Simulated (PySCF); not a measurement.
A structure optimised at PBE-D3(BJ)/def2-SVP, used in a PySCF frequency run:

```
C
N 1 1.2861
H 1 1.1236 2 121.09
C 2 1.4392 1 118.92 3 0.00
H 4 1.1116 2 108.91 1 122.79
H 4 1.1116 5 105.37 2 -116.71
H 4 1.1182 5 109.22 6 -117.22
B 1 1.5718 3 119.17 2 180.00
F 8 1.3255 1 122.55 3 -180.00
F 8 1.3338 9 117.49 1 180.00
```

Question: Write its SMILES, formula and point group.

Answer: C/N=C/B(F)F, C2H4BF2N, Cs

Question: What are its rotational constants (standard atomic weights)?

Answer: 8.8666, 1.8058, 1.5144 GHz
